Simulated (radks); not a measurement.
Nd2+, configuration [Xe] 4f4. Calculated with a radial shooting solver on a logarithmic mesh with Libxc functionals: non-relativistic Kohn-Sham, r2SCAN, spin-unpolarised, spherical densities, point nucleus; meta-GGA in the generalised Kohn-Sham scheme; relativity is left out, which matters for an element this heavy.

Radial electron density D(r) = 4 pi r^2 rho(r):

```
   r/bohr * D(r) (the largest magnitude, 102, reaches the edge; | marks zero)
 0.001464 | *
 0.001937 |  *
 0.002563 |    *
 0.003391 |       *
 0.004486 |           *
 0.005936 |                 *
 0.007854 |                        *
  0.01039 |                                *
  0.01375 |                                      *
  0.01819 |                                        *
  0.02407 |                                       *
  0.03185 |                                    *
  0.04214 |                                      *
  0.05576 |                                               *
  0.07378 |                                                      *
  0.09761 |                                                  *
   0.1292 |                                          *
   0.1709 |                                            *
   0.2261 |                                              *
   0.2992 |                               *
   0.3958 |                  *
   0.5238 |                    *
    0.693 |                   *
   0.9169 |         *
    1.213 |     *
    1.605 |   *
    2.124 | *
     2.81 |*
    3.718 *
     4.92 *
```

D(r) has 4 maxima, at r = 0.0186, 0.0780, 0.209, 0.581 bohr, and minima at 0.0340, 0.141, 0.419 bohr, inside which lie 1.98, 11.39, 29.16 electrons.
